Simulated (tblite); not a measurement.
Record of a relaxation.

Compound: C5H7F2S (doublet state).
SMILES with atom numbers: `[CH3:1][S:2]/[C:3]([CH3:4])=[C:5]\[CH:6]([F:7])[F:8]` (hydrogens: H9, H10, H11 on C1; H12, H13, H14 on C4; H15 on C6)
Bond orders are those of one Lewis drawing.

Computed with GFN2-xTB (tblite), gas phase: L-BFGS steps from a force-field or distance-geometry start until the largest atomic force falls under 0.01 eV/Å. 9 of its 173 geometries are shown.

Step 0: E = -730.4461 eV, largest atomic force 2.604 eV/Å
```
atom  x, y, z in Å  |  force x, y, z in eV/Å
C1      2.415   -0.523   -0.387    1.339   0.155  -0.486
S2      0.675   -0.998   -0.212    0.287  -0.766  -0.072
C3     -0.392    0.390    0.122   -1.607   0.788   0.034
C4      0.119    1.805    0.206   -1.662   0.056   0.558
C5     -1.692    0.120    0.275    2.543  -0.559   0.006
C6     -2.297   -1.222    0.187   -0.851   1.150   0.182
F7     -2.091   -1.778   -1.042   -0.241  -0.234   0.534
F8     -3.651   -1.044    0.341    0.049  -0.664  -0.215
H9      3.073   -1.312    0.069   -0.882   0.726  -0.235
H10     2.621    0.448    0.080   -0.070  -0.408   0.016
H11     2.723   -0.450   -1.467   -0.582  -0.077   0.881
H12    -0.561    2.407   -0.441    0.991  -0.234   0.118
H13     1.169    1.883   -0.016   -0.017   0.311  -0.087
H14    -0.145    2.160    1.234    0.702  -0.183  -0.627
H15    -1.969   -1.877    1.029    0.001  -0.062  -0.608
```

Step 22: E = -730.8921 eV, largest atomic force 0.217 eV/Å
```
atom  x, y, z in Å  |  force x, y, z in eV/Å
C1      2.485   -0.373   -0.345    0.129  -0.001   0.051
S2      0.805   -1.046   -0.192   -0.128  -0.114  -0.001
C3     -0.411    0.340    0.105    0.175  -0.026  -0.084
C4      0.141    1.719    0.151    0.066   0.120  -0.015
C5     -1.624   -0.037    0.303    0.022   0.071  -0.041
C6     -2.442   -1.236    0.206   -0.075   0.098   0.051
F7     -2.396   -1.804   -1.032   -0.047  -0.003  -0.033
F8     -3.753   -0.966    0.440   -0.046  -0.087   0.008
H9      3.123   -1.166    0.036    0.052   0.007  -0.111
H10     2.624    0.505    0.276    0.011  -0.011   0.023
H11     2.716   -0.162   -1.390   -0.061   0.008   0.145
H12    -0.413    2.388   -0.499   -0.194  -0.037  -0.091
H13     1.171    1.728   -0.172    0.149   0.107  -0.077
H14     0.089    2.124    1.157   -0.030  -0.061   0.136
H15    -2.123   -2.004    0.934   -0.026  -0.071   0.040
```

Step 43: E = -730.9986 eV, largest atomic force 0.111 eV/Å
```
atom  x, y, z in Å  |  force x, y, z in eV/Å
C1      2.568   -0.265   -0.171   -0.078   0.000  -0.034
S2      0.976   -1.140   -0.125   -0.057  -0.068   0.036
C3     -0.304    0.179    0.010    0.007   0.017   0.012
C4      0.172    1.597   -0.004   -0.031   0.026  -0.032
C5     -1.535   -0.162    0.164    0.010   0.028  -0.050
C6     -2.538   -1.206    0.198   -0.010  -0.002  -0.003
F7     -2.822   -1.719   -1.030    0.050  -0.002  -0.065
F8     -3.728   -0.727    0.664   -0.043  -0.062   0.080
H9      3.315   -1.053   -0.166    0.004   0.054   0.071
H10     2.673    0.380    0.695    0.060  -0.065   0.047
H11     2.646    0.302   -1.092    0.074   0.026  -0.078
H12    -0.597    2.216   -0.455   -0.056   0.071   0.015
H13     1.086    1.717   -0.575    0.015   0.010  -0.001
H14     0.330    1.944    1.017    0.078  -0.044  -0.029
H15    -2.245   -2.055    0.848   -0.026   0.010   0.030
```

Step 64: E = -731.0523 eV, largest atomic force 0.122 eV/Å
```
atom  x, y, z in Å  |  force x, y, z in eV/Å
C1      2.525   -0.275   -0.063   -0.069  -0.025   0.003
S2      0.899   -1.097   -0.057   -0.018  -0.044   0.038
C3     -0.375    0.249   -0.033    0.037  -0.030   0.029
C4      0.176    1.631   -0.090    0.084  -0.003   0.026
C5     -1.613   -0.077    0.099    0.011  -0.020  -0.002
C6     -2.513   -1.218    0.167    0.012  -0.006   0.001
F7     -2.832   -1.708   -1.062    0.008   0.004   0.038
F8     -3.699   -0.903    0.755    0.002  -0.002  -0.006
H9      3.231   -1.100   -0.099    0.006   0.035  -0.042
H10     2.698    0.300    0.844   -0.117  -0.011  -0.034
H11     2.623    0.341   -0.951    0.066  -0.003   0.027
H12    -0.633    2.353   -0.145    0.015  -0.030   0.019
H13     0.822    1.752   -0.958   -0.032   0.027   0.017
H14     0.759    1.811    0.814    0.002   0.103  -0.064
H15    -2.074   -2.051    0.757   -0.008   0.006  -0.050
```

Step 86: E = -731.0694 eV, largest atomic force 0.032 eV/Å
```
atom  x, y, z in Å  |  force x, y, z in eV/Å
C1      2.509   -0.280    0.004   -0.022  -0.002  -0.005
S2      0.903   -1.122   -0.128   -0.001   0.007  -0.014
C3     -0.347    0.233   -0.028   -0.002   0.003   0.001
C4      0.184    1.621   -0.151   -0.008  -0.002   0.006
C5     -1.584   -0.084    0.144   -0.002   0.004  -0.001
C6     -2.500   -1.212    0.176    0.008   0.009   0.008
F7     -2.887   -1.596   -1.071   -0.003  -0.014   0.003
F8     -3.651   -0.927    0.845    0.011  -0.008   0.007
H9      3.248   -1.073   -0.064   -0.005  -0.019   0.005
H10     2.602    0.222    0.961   -0.019  -0.004   0.025
H11     2.640    0.413   -0.820    0.014   0.021  -0.017
H12    -0.639    2.326   -0.065    0.014   0.002  -0.002
H13     0.657    1.752   -1.123    0.023   0.008  -0.010
H14     0.913    1.834    0.628   -0.014  -0.005  -0.003
H15    -2.051   -2.100    0.670    0.006   0.000  -0.002
```

Step 108: E = -731.0932 eV, largest atomic force 0.068 eV/Å
```
atom  x, y, z in Å  |  force x, y, z in eV/Å
C1      2.405   -0.375    0.051   -0.016   0.029   0.050
S2      0.856   -0.996   -0.672   -0.017   0.021   0.013
C3     -0.352    0.324   -0.175   -0.043   0.008  -0.015
C4      0.171    1.717   -0.232    0.018   0.026  -0.017
C5     -1.528   -0.058    0.180    0.011  -0.015  -0.010
C6     -2.380   -1.237    0.248   -0.018  -0.025  -0.020
F7     -2.917   -1.560   -0.961    0.034   0.007   0.045
F8     -3.441   -1.058    1.082    0.005   0.014   0.004
H9      3.101   -1.209    0.041   -0.029   0.034  -0.033
H10     2.222   -0.066    1.076    0.022  -0.029   0.001
H11     2.793    0.451   -0.539    0.012  -0.031   0.009
H12    -0.657    2.422   -0.173    0.042  -0.054   0.001
H13     0.709    1.873   -1.165   -0.017   0.008   0.019
H14     0.849    1.910    0.600   -0.013  -0.008  -0.023
H15    -1.834   -2.132    0.617    0.010   0.016  -0.024
```

Step 129: E = -731.1035 eV, largest atomic force 0.028 eV/Å
```
atom  x, y, z in Å  |  force x, y, z in eV/Å
C1      2.251   -0.531    0.192    0.005  -0.006   0.007
S2      0.877   -0.788   -0.972    0.007   0.009   0.002
C3     -0.347    0.464   -0.299   -0.004  -0.004  -0.012
C4      0.128    1.869   -0.360   -0.005  -0.020  -0.003
C5     -1.450   -0.018    0.141    0.007   0.002   0.016
C6     -2.199   -1.263    0.269   -0.003   0.006  -0.001
F7     -2.928   -1.537   -0.843    0.008  -0.008  -0.013
F8     -3.095   -1.209    1.293    0.005  -0.001   0.013
H9      2.929   -1.366    0.049    0.000  -0.009   0.000
H10     1.867   -0.537    1.208   -0.012  -0.008   0.002
H11     2.763    0.401   -0.024    0.000   0.013  -0.014
H12    -0.664    2.542   -0.048   -0.020   0.013   0.015
H13     0.423    2.109   -1.380    0.015  -0.010  -0.010
H14     0.988    2.009    0.292    0.006   0.014   0.004
H15    -1.546   -2.139    0.463   -0.008   0.009  -0.005
```

Step 150: E = -731.1072 eV, largest atomic force 0.117 eV/Å
```
atom  x, y, z in Å  |  force x, y, z in eV/Å
C1      2.041   -0.745    0.285    0.006   0.050   0.032
S2      0.973   -0.528   -1.171    0.000  -0.010   0.054
C3     -0.308    0.619   -0.378    0.016   0.013  -0.004
C4      0.070    2.049   -0.452    0.023  -0.006  -0.002
C5     -1.330    0.035    0.118   -0.002  -0.021   0.012
C6     -1.964   -1.269    0.288   -0.019  -0.004  -0.002
F7     -2.827   -1.543   -0.722    0.004  -0.007   0.019
F8     -2.697   -1.323    1.435    0.010   0.003  -0.018
H9      2.783   -1.488    0.007   -0.019   0.028   0.027
H10     1.449   -1.104    1.126    0.050   0.036  -0.099
H11     2.527    0.197    0.531   -0.043  -0.096  -0.003
H12    -0.696    2.666    0.009   -0.007   0.008  -0.004
H13     0.193    2.334   -1.495   -0.003   0.005   0.010
H14     1.019    2.215    0.058   -0.008  -0.008  -0.012
H15    -1.238   -2.108    0.340   -0.009   0.009  -0.010
```

Step 172: E = -731.1094 eV, largest atomic force 0.007 eV/Å
```
atom  x, y, z in Å  |  force x, y, z in eV/Å
C1      2.011   -0.765    0.334    0.005   0.000   0.005
S2      1.013   -0.516   -1.161   -0.005   0.003  -0.004
C3     -0.292    0.626   -0.397   -0.001   0.006  -0.004
C4      0.076    2.057   -0.494    0.001   0.001   0.002
C5     -1.315    0.042    0.095   -0.004  -0.005   0.000
C6     -1.948   -1.260    0.282   -0.003  -0.003  -0.001
F7     -2.878   -1.508   -0.674   -0.002   0.001   0.005
F8     -2.605   -1.330    1.474    0.005   0.000   0.001
H9      2.855   -1.379    0.036    0.003  -0.004   0.004
H10     1.422   -1.283    1.085   -0.003  -0.001   0.002
H11     2.361    0.190    0.714    0.003   0.002  -0.002
H12    -0.657    2.673    0.019    0.000   0.002   0.000
H13     0.120    2.344   -1.544    0.004  -0.002   0.000
H14     1.060    2.224   -0.059   -0.004   0.002  -0.001
H15    -1.229   -2.106    0.269   -0.001  -0.002  -0.007
```

Task: Summarise the path.

Result: The energy falls by 64.00 kJ/mol from step 0 to step 172; nine tenths of that is first reached at step 60. It rises by more than 0.2 meV at steps 62, 133 and 147. The largest force goes from 2.604 to 0.007 eV/Å. Among the bonds S2–C3 changes most, from 1.782 to 1.895 Å; the atoms move by 1.285 Å rms after alignment.

Task: Follow the three bonds and two angles with the largest change from start to end.

Result: 
```csv
step,E above end (kJ/mol),largest force (eV/Å),S2–C3 (Å),C3=C5 (Å),C1–H11 (Å),C3–C5–C6 (°),C1–S2–C3 (°)
0,64.00,2.604,1.782,1.337,1.125,125.2,112.9
7,28.74,0.183,1.852,1.295,1.089,133.4,111.1
15,24.77,0.198,1.870,1.291,1.086,137.6,110.8
22,20.96,0.217,1.868,1.286,1.090,139.7,109.9
30,15.42,0.213,1.839,1.291,1.091,142.6,107.0
37,11.65,0.112,1.841,1.288,1.087,147.6,104.6
45,10.16,0.188,1.839,1.288,1.083,148.5,105.8
52,8.41,0.106,1.855,1.286,1.088,148.2,107.7
60,6.31,0.136,1.863,1.285,1.087,144.1,107.3
67,4.64,0.085,1.839,1.289,1.084,142.9,104.7
75,4.29,0.020,1.846,1.289,1.085,141.5,104.5
82,3.98,0.055,1.848,1.289,1.086,142.1,104.8
90,3.76,0.041,1.845,1.289,1.086,142.3,104.9
97,3.27,0.120,1.840,1.291,1.088,140.5,104.8
105,1.83,0.082,1.853,1.288,1.087,141.4,102.5
112,1.28,0.069,1.858,1.286,1.087,141.9,101.5
120,0.66,0.053,1.869,1.283,1.087,142.0,100.1
127,0.59,0.028,1.873,1.283,1.086,142.2,99.9
135,0.49,0.034,1.881,1.281,1.086,142.4,99.0
142,0.31,0.045,1.886,1.279,1.087,142.6,98.3
150,0.21,0.117,1.893,1.277,1.089,143.3,97.7
157,0.12,0.017,1.894,1.277,1.086,144.0,97.7
165,0.05,0.019,1.896,1.277,1.086,144.1,97.5
172,0.00,0.007,1.895,1.277,1.086,143.6,97.5
```

What follows is the cost of the whole relaxation. On one thread, Arm Neoverse N1 (aarch64), no GPU, shared host with 64 logical CPUs at a one-minute load of 30, this took 1.7 s.
